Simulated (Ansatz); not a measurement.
Li3Si2. The state is a doublet with charge 0. Geometry PBE0-D4/def2-TZVP.

Cartesian coordinates in Å:
```
Li -1.424 -0.382 -1.327
Li 0.307 -2.048 0.570
Li 0.736 2.197 0.420
Si 0.975 0.008 -0.638
Si -0.593 0.224 0.975
```

B3LYP takes the VWN-RPA correlation. The structure comes from a short search, and lower isomers may exist.

(1) Estimate the α-spin orbital energies around the gap (eV) in Ansatz with LDA (SPW92)/def2-TZVP, PBE-D4/def2-TZVP, PBE-D4/def2-TZVPD, r2SCAN-D4/def2-TZVP, B3LYP-D4/def2-TZVP.

## Answers

(1) 
| orbital | LDA (SPW92)/def2-TZVP | PBE-D4/def2-TZVP | PBE-D4/def2-TZVPD | r2SCAN-D4/def2-TZVP | B3LYP-D4/def2-TZVP |
| --- | --- | --- | --- | --- | --- |
| HOMO−5 | -11.33 | -11.21 | -11.20 | -11.67 | -12.55 |
| HOMO−4 | -7.60 | -7.50 | -7.49 | -7.73 | -8.48 |
| HOMO−3 | -5.06 | -4.99 | -4.98 | -5.18 | -5.66 |
| HOMO−2 | -4.61 | -4.48 | -4.47 | -4.58 | -4.94 |
| HOMO−1 | -3.67 | -3.55 | -3.55 | -3.62 | -4.13 |
| HOMO | -2.65 | -2.62 | -2.63 | -2.72 | -3.11 |
| LUMO | -2.02 | -1.89 | -1.89 | -1.77 | -1.40 |
| LUMO+1 | -1.88 | -1.79 | -1.81 | -1.38 | -1.29 |
| LUMO+2 | -1.22 | -1.18 | -1.22 | -0.64 | -0.82 |
| LUMO+3 | -1.17 | -1.14 | -1.18 | -0.60 | -0.75 |
| LUMO+4 | -0.94 | -0.79 | -0.88 | -0.41 | -0.32 |
| LUMO+5 | 0.31 | 0.45 | -0.11 | 0.93 | 0.94 |
| β HOMO | -3.51 | -3.42 | -3.42 | -3.46 | -3.99 |
| β LUMO | -2.18 | -1.95 | -1.96 | -1.67 | -1.44 |
